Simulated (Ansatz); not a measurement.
Ansatz (a program for electronic structure) input:

Ansatz 0.2 input:
```yaml
crystal:
  periodic: [false, false, false]
  atoms:
    - {symbol: Bi, position_ang: [0.01345539, -0.00795642, 0.23304759]}
    - {symbol: F, position_ang: [0.68809885, 1.27220662, -1.07573752]}
    - {symbol: F, position_ang: [-0.81218746, -1.19883070, -1.07347911]}
basis:
  gaussian:
    orbitals: def2-TZVP
hamiltonian:
  xc: b3lyp
  dispersion: d3bj
total_charge: 1
phonons: {temperatures: {t_min: 298.15, t_max: 298.15, t_step: 100}}
```

Which total energy does the run end on?

-414.22053 Eh (B3LYP-D3(BJ)/def2-TZVP). The basis has 112 functions.
